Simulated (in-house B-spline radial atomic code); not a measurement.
# Ionising F⁺ with different functionals

Computed with a radial B-spline atomic code at the basis-set limit: scalar-relativistic (spin-free X2C) Hamiltonian, Fermi nucleus of rms radius 2.8976 fm, spin-polarised at highest spin, spherical fractional occupations for the functionals, and exact exchange of hybrids averaged over the configuration. The ionisation energy is the difference of two self-consistent energies, [He] 2s2 2p4 → [He] 2s2 2p3, without Breit or QED terms; ε is the level of the shell that loses the electron (its least bound occupied spin orbital).

```tsv
method	rung	ΔSCF (eV)	-ε(2p) (eV)
PBE0	global hybrid	34.88	28.64
B3LYP	global hybrid	35.25	28.34
TPSSh	global hybrid	34.58	26.89
BHandHLYP	global hybrid	35.00	31.37
r2SCAN0	global hybrid	34.23	28.34
B97-1	global hybrid	?	?
HSE06	range-separated hybrid	?	?
wB97X	range-separated hybrid	34.78	31.21
CAM-B3LYP	range-separated hybrid	35.22	30.35
LC-wPBE	range-separated hybrid	35.14	31.57
```

Problem. What does B97-1 give?

Solution. ΔSCF 34.98 eV, and -ε(2p) = 28.22 eV.

Problem. What does HSE06 give?

Solution. ΔSCF 34.91 eV, and -ε(2p) = 28.25 eV.

Problem. Among the functionals, which spreads more, the ΔSCF values or the orbital energies?

Solution. The orbital energies: ΔSCF values span about 1.02 eV and the orbital energies 4.69 eV; here energy differences depend much less on the functional than eigenvalues do.

Problem. How do they compare with the NIST value?

Solution. NIST lists 34.971 eV (measured, ground level to ground level). Errors run from -0.74 to +0.27 eV; B97-1 is closest (+0.01 eV), but part of that can be cancellation, since the calculations leave out spin-orbit coupling, Breit-QED terms, multiplet and fine-structure energies.
